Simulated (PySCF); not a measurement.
**Question.** Write a Z-matrix for InChI=1S/C5H8F2Se/c1-3-5(6,7)4-8-2/h3H,1,4H2,2H3 as optimised with PBE0-D3(BJ)/def2-SVP.

**Answer.** 
Z-matrix in Å and degrees, rows numbered from 1:
```
C 
C   1  1.3299
C   2  1.5022  1  123.45
F   3  1.3560  2  110.31  1   -10.18
F   3  1.3624  2  108.57  1  -126.76
C   3  1.5151  2  112.47  1   112.29
Se  6  1.9550  3  112.06  2   175.16
C   7  1.9404  6   95.00  3   173.72
H   1  1.0929  2  120.83  3     0.62
H   1  1.0925  2  121.22  3  -179.88
H   2  1.0945  1  121.85  3   179.69
H   6  1.0994  3  108.35  2   -64.18
H   6  1.0999  3  109.00  2    54.12
H   8  1.0990  7  111.00  6    60.90
H   8  1.0990  7  111.04  6   -61.98
H   8  1.0985  7  106.76  6   179.39
```

Se7 (selenium bonded to 2 C) is bent (angle 95.0°). Of the pairs four or more bonds apart, F4···H9 is among the closest relative to their van der Waals radii: 2.39 Å, 90 % of the sum of Bondi's values. The C–C distances run from 1.330 Å (C1=C2, drawn double) to 1.515 Å (C3–C6, drawn single), a spread of 0.185 Å.

Computed, not measured: PBE0-D3(BJ)/def2-SVP geometry optimisation, gas phase in PySCF.

Point group: C1 (no symmetry element, even within 0.4 Å). Stationary, but not proved a minimum. One conformer, not necessarily the lowest (C1–C2–C3–F4 -10°, C2–C3–C6–Se7 175°, C3–C6–Se7–C8 174°).

The run took 2.0 min on one thread of an Arm Neoverse N1, no GPU, on a shared host, and the process peaked at 0.84 GiB of memory. That covers the optimisation of the geometry.
